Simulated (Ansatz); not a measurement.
A made-up structure of GaBSiH₂, closed shell:

```json
{"atom": "B1", "x (Å)": "-0.6531", "y (Å)": "-0.1794", "z (Å)": "-0.8008"}
{"atom": "Si2", "x (Å)": "-0.4134", "y (Å)": "-1.3507", "z (Å)": "1.1137"}
{"atom": "Ga3", "x (Å)": "0.6809", "y (Å)": "0.1041", "z (Å)": "0.9435"}
{"atom": "H4", "x (Å)": "-0.9459", "y (Å)": "0.2495", "z (Å)": "-1.8269"}
{"atom": "H5", "x (Å)": "1.6511", "y (Å)": "1.2871", "z (Å)": "0.9325"}
```

It is relaxed with PBE-D4/def2-SVP and then PBE0-D4/def2-TZVP (Ansatz 0.2.0). Atoms count as bonded within 1.22 times the sum of their covalent radii (H–H: 0.88 Å). The end point is not checked to be a true minimum.

Question: Does its bonding change? (Judge from chemistry; the calculation decides.)

Answer: The calculation gives: No: no bond forms or breaks.

Where it ends: The first stage lowers the energy by 3.26 eV in 6 steps. It ends as GaBSiH₂ ([BH]1[Si][GaH]1):
```
atom    x (Å)    y (Å)    z (Å)
  B1  -0.7453  -0.4018  -0.6556
 Si2  -0.6491  -1.4347   0.8500
 Ga3   0.7658   0.3229   0.7914
  H4  -0.8894   0.1996  -1.6721
  H5   1.8378   1.4247   1.0484
```

Labels in which every atom is bracketed show which atoms are joined, not bond orders.

For scale, one of the runs: PBE0-D4/def2-TZVP relaxation, 128 basis functions, launched by `ansatz run in.yaml --threads 2 --pin off --events-out ev --progress --plain --max-ram 4352MiB`. The run took about 14 s on 2 CPU threads of an Arm Neoverse V2 (shared host).
